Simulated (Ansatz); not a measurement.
Which method gave which barrier?

Saddle point of GaPNH₇, singlet (GaNH₄ ([NH2][GaH2]) + PH₃ → GaPH₄ ([PH2][GaH2]) + NH₃ (still joined by a long Ga–N bond); bonds formed: N2–H5; dative contacts that become bonds: Ga1–P6; bonds broken: H5–P6; bonds weakened to dative contacts: Ga1–N2), PBE0-D4/def2-TZVP structure:

Ga1  (-0.921, -0.600, 0.612)
N2  (0.102, 1.057, 0.947)
H3  (-2.375, -0.308, 0.111)
H4  (-0.469, -1.776, 1.542)
H5  (0.813, 0.710, -0.354)
P6  (0.609, -0.524, -1.347)
H7  (0.683, 1.061, 1.778)
H8  (-0.431, 1.919, 0.941)
H9  (1.736, -1.341, -1.558)
H10  (0.254, -0.198, -2.670)
(Å)

Computed with Ansatz 0.2.0 (basis: def2-TZVPP, with def2-QZVPP for the basis limit); correlated methods freeze the cores. Filled d shells of the heavier atoms are correlated. The def2 sets are not built for correlating such inner shells, so the correlated values are less sure here. Extrapolation: Hartree–Fock as exp(−7.88 √X), correlation as X^−2.97. Four methods, as single points on the PBE0-D4 structures, gave these electronic barriers from the start structure: 42.2, 70.0, 97.9, 131.4 kJ/mol.

Task: The methods were, in alphabetical order, BHLYP-D4, HF, r2SCAN-D4, SPW92. Which gave which? (A judgement: the text doesn't fix the answer.)

Result: By the calculation: SPW92 42.2; r2SCAN-D4 70.0; BHLYP-D4 97.9; HF 131.4 kJ/mol. For comparison, CCSD(T) at an estimated basis limit (MP2 extrapolated from triple and quadruple zeta, plus CCSD(T) − MP2 in triple zeta) gives 87.9 kJ/mol.

The T1 diagnostic stays at or below 0.014. The end structure is not quite a true minimum (one mode of 63i cm⁻¹).

Labels in which every atom is bracketed show which atoms are joined, not bond orders.

For scale, one of the runs: CCSD(T)/def2-TZVPP, 219 basis functions, launched by `ansatz run in.yaml --threads 4 --pin off --events-out ev --progress --plain --max-ram 9574MiB`. Hardware: 4 CPU threads of an Arm Neoverse V1, shared host. Wall time 84 s; peak host memory 3.2 GiB.
